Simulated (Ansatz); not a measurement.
Complex (SMILES): F (HF) with FCl (F-Cl), atoms 1 to 2 the first; geometry from B3LYP-D3(BJ)/def2-TZVP, monomers rigid:
```xyz
4

F      0.3477     0.0277    -0.4961
H     -0.5669     0.0474    -0.3400
F     -2.4822     0.0933    -0.3591
Cl    -3.1336     0.1260    -1.8747
```

Interaction energy at HF with Ansatz (a first-principles code), kcal/mol, without and with the counterpoise correction (monomers among the partner's ghost functions). Cartesian d functions, on some or all atoms, in 6-31+G*; all else is spherical. No added dispersion term, no relativity. Reference, counterpoise-corrected: the value in aug-pcseg-3, -1.59.

```csv
basis,functions,uncorrected
pcseg-1,51,-2.77
6-31+G*,63,-2.46
cc-pV(T+d)Z,113,-2.08
def2-TZVPP,118,-1.79
def2-TZVPPD,148,-1.60
def2-QZVP,214,-1.66
aug-pcseg-3,308,-1.65
pcseg-4,368,-1.60
```

Task: How large is the counterpoise correction in each set?

Result: pcseg-1 0.89, 6-31+G* 0.57, cc-pV(T+d)Z 0.56, def2-TZVPP 0.23, def2-TZVPPD 0.07, def2-QZVP 0.08, aug-pcseg-3 0.05, pcseg-4 0.01 kcal/mol. The corrected value lies nearer the reference in 6 of 8 rows.
